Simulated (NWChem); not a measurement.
System: AuH₂OCl; SMILES [Cl][Au]<-[OH2]

Output (shortened):

```
             Northwest Computational Chemistry Package (NWChem) 7.3.0
             --------------------------------------------------------

 CS  symmetry detected

                             Geometry "geometry" -> ""
                             -------------------------

 Output coordinates in angstroms (scale by  1.889725989 to convert to a.u.)

  No.       Tag          Charge          X              Y              Z
 ---- ---------------- ---------- -------------- -------------- --------------
    1 Au                  79.0000    -0.00946065    -0.14768671     0.00000000
    2 Cl                  17.0000     0.01047556     2.08997731     0.00000000
    3 O                    8.0000    -0.03208249    -2.31167767     0.00000000
    4 H                    1.0000     0.41298354    -2.68447125     0.77233100
    5 H                    1.0000     0.41298354    -2.68447125    -0.77233100

 Effective nuclear repulsion energy (a.u.)     532.4278133107

      Symmetry information
      --------------------

 Group name             Cs
 Group number              2
 Group order               2
 No. of unique centers     4

                                 NWChem DFT Module
                                 -----------------

 Summary of "ao basis" -> "ao basis" (spherical)
 ------------------------------------------------------------------------------
       Tag                 Description            Shells   Functions and Types
 ---------------- ------------------------------  ------  ---------------------
 Au                         def2-svp                12       32   6s3p2d1f
 Cl                         def2-svp                 8       18   4s3p1d
 O                          def2-svp                 6       14   3s2p1d
 H                          def2-svp                 3        5   2s1p

      Symmetry analysis of basis
      --------------------------

        a'         50
        a"         24

            General Information
            -------------------
          SCF calculation type: DFT
          Wavefunction type:  closed shell.
          No. of atoms     :     5
          No. of electrons :    46
           Alpha electrons :    23
            Beta electrons :    23
          Charge           :     0
          Spin multiplicity:     1
          Use of symmetry is: on ; symmetry adaption is: on
          Maximum number of iterations: 150
          AO basis - number of functions:    74
                     number of shells:    32
          Convergence on energy requested:  1.00D-06
          Convergence on density requested:  1.00D-05
          Convergence on gradient requested:  5.00D-04

              XC Information
              --------------
                          KT2 Method XC Functional
                        Slater Exchange Functional  1.072 local
                           KT1 gradient correction  1.000 non-local
            Perdew 1991 LDA Correlation Functional  0.577 local

             Grid Information
             ----------------
          Grid used for XC integration:  medium
          Radial quadrature: Mura-Knowles
          Angular quadrature: Lebedev.
          Tag              B.-S. Rad. Rad. Pts. Rad. Cut. Ang. Pts.
          ---              ---------- --------- --------- ---------
          Au                  1.35      123           9.0       590
          Cl                  1.00       88          12.0       590
          O                   0.60       49          11.0       434
          H                   0.35       45          11.0       434
          Grid pruning is: on
          Number of quadrature shells:   305
          Spatial weights used:  Erf1

      Superposition of Atomic Density Guess
      -------------------------------------

 Sum of atomic energies:        -687.45732372

      Non-variational initial energy
      ------------------------------

 Total energy =    -670.061569
 1-e energy   =   -1275.319118
 2-e energy   =     455.056741
 HOMO         =      -0.393464
 LUMO         =      -0.089479

      Symmetry analysis of molecular orbitals - initial
      -------------------------------------------------

  Numbering of irreducible representations:

     1 a'          2 a"

  Orbital symmetries:

     1 a'          2 a'          3 a'          4 a'          5 a"
     6 a'          7 a'          8 a'          9 a"         10 a'
    11 a'         12 a'         13 a"         14 a'         15 a'
    16 a"         17 a'         18 a"         19 a'         20 a'
    21 a'         22 a"         23 a'         24 a'         25 a"
    26 a'         27 a'         28 a"         29 a'         30 a'
    31 a"         32 a'         33 a"

     ---------------------------------------------
      Total Density - Mulliken Population Analysis
     ---------------------------------------------

    Atom       Charge   Shell Charges
 -----------   ------   -------------------------------------------------------
    1 Au  19    18.83   0.07 -0.47  1.79  0.62  0.62  0.26  5.58  0.46  0.09  8.75  1.06  0.01
    2 Cl  17    17.44   2.00  1.99  1.23  0.72  5.94  2.14  3.40  0.02
    3 O    8     8.43   1.99  1.07  0.59  2.94  1.84  0.01
    4 H    1     0.65   0.52  0.07  0.06
    5 H    1     0.65   0.52  0.07  0.06

   convergence    iter        energy       DeltaE   RMS-Dens  Diis-err
 ---------------- ----- ----------------- --------- --------- ---------
 d= 0,ls=0.0,diis     1   -677.3535133933 -8.28D+02  1.73D-02  5.74D-01
 d= 0,ls=0.0,diis     2   -677.3687966501 -1.53D-02  1.17D-02  3.23D-01
 d= 0,ls=0.0,diis     3   -677.3990102133 -3.02D-02  4.41D-03  1.25D-01
 d= 0,ls=0.0,diis     4   -677.4145123182 -1.55D-02  1.02D-03  5.25D-03
 d= 0,ls=0.0,diis     5   -677.4150013951 -4.89D-04  4.07D-04  1.05D-03
  Resetting Diis
 d= 0,ls=0.0,diis     6   -677.4151253567 -1.24D-04  7.65D-05  2.49D-05
 d= 0,ls=0.0,diis     7   -677.4151278357 -2.48D-06  8.16D-05  7.01D-06
 d= 0,ls=0.0,diis     8   -677.4151251352  2.70D-06  5.81D-05  2.95D-05
 d= 0,ls=0.0,diis     9   -677.4151286219 -3.49D-06  4.32D-06  1.10D-07
 d= 0,ls=0.0,diis    10   -677.4151286338 -1.19D-08  9.71D-07  5.38D-09

         Total DFT energy =     -677.415128633820
      One electron energy =    -1279.618417731338
           Coulomb energy =      507.784420699009
    Exchange-Corr. energy =      -55.781938917940
 Nuclear repulsion energy =      150.200807316448

 Numeric. integr. density =       46.000004589029

                  Occupations of the irreducible representations
                  ----------------------------------------------

                     irrep           alpha         beta
                     --------     --------     --------
                     a'               17.0         17.0
                     a"                6.0          6.0

                       DFT Final Molecular Orbital Analysis
                       ------------------------------------

 Vector   21  Occ=2.000000D+00  E=-2.390364D-01  Symmetry=a'
              MO Center=  1.7D-02,  1.7D-01,  5.9D-13, r^2= 2.2D+00
   Bfn.  Coefficient  Atom+Function         Bfn.  Coefficient  Atom+Function
  ----- ------------  ---------------      ----- ------------  ---------------
    20      0.545997  1 Au d  2               5      0.477787  1 Au s
     3     -0.379707  1 Au s                 18      0.275604  1 Au d  0
     6      0.251919  1 Au s                 44     -0.247010  2 Cl py
     2      0.241976  1 Au s                 41     -0.169764  2 Cl py
    25      0.122667  1 Au d  2               4     -0.099548  1 Au s

 Vector   22  Occ=2.000000D+00  E=-2.140364D-01  Symmetry=a"
              MO Center=  4.8D-03,  1.5D+00,  1.7D-13, r^2= 2.3D+00
   Bfn.  Coefficient  Atom+Function         Bfn.  Coefficient  Atom+Function
  ----- ------------  ---------------      ----- ------------  ---------------
    45      0.575982  2 Cl pz                17     -0.466077  1 Au d -1
    42      0.422243  2 Cl pz                39      0.240929  2 Cl pz
    15      0.120061  1 Au pz                22     -0.101628  1 Au d -1
     9     -0.057970  1 Au pz                65     -0.038484  4 H  s
    70      0.038484  5 H  s                 66     -0.032912  4 H  s

 Vector   23  Occ=2.000000D+00  E=-2.115681D-01  Symmetry=a'
              MO Center= -5.0D-03,  1.4D+00, -7.4D-13, r^2= 2.4D+00
   Bfn.  Coefficient  Atom+Function         Bfn.  Coefficient  Atom+Function
  ----- ------------  ---------------      ----- ------------  ---------------
    43      0.567357  2 Cl px                16     -0.492237  1 Au d -2
    40      0.414993  2 Cl px                37      0.236709  2 Cl px
    13      0.102968  1 Au px                21     -0.102927  1 Au d -2
    54     -0.082214  3 O  px                 7     -0.052213  1 Au px
    57     -0.046465  3 O  px                53      0.043588  3 O  s

 Vector   24  Occ=0.000000D+00  E=-8.867976D-02  Symmetry=a'
              MO Center=  2.2D-01, -1.0D+00, -1.2D-12, r^2= 5.1D+00
   Bfn.  Coefficient  Atom+Function         Bfn.  Coefficient  Atom+Function
  ----- ------------  ---------------      ----- ------------  ---------------
    53      0.559802  3 O  s                  6     -0.470901  1 Au s
    44     -0.363828  2 Cl py                20      0.323878  1 Au d  2
     5     -0.308524  1 Au s                 66     -0.305606  4 H  s
    71     -0.305606  5 H  s                  3      0.285203  1 Au s
    52      0.257546  3 O  s                 41     -0.205650  2 Cl py

[...]
```

Level: KT2/def2-SVP with def2 effective core potentials on Au. All runs use the structure optimised with PBE0/def2-SVP. def2 effective core potentials on Au; no spin-orbit coupling.

Problem. Write an input that gives this output.

Solution. This is not unique; one that fits is the input that was run:
```
start job
memory heap 200 mb stack 900 mb global 1100 mb
geometry units angstroms noautoz
  Au    -0.000676     0.169922     0.000000
  Cl     0.011260    -2.067799     0.000000
  O     -0.015561     2.333980     0.000000
  H      0.430835     2.705180     0.772331
  H      0.430835     2.705180    -0.772331
end
basis spherical
  Au library def2-svp
  Cl library def2-svp
  O library def2-svp
  H library def2-svp
end
ecp
  Au library def2-ecp
end
dft
  xc kt2
  iterations 150
  mulliken
end
task dft energy
```
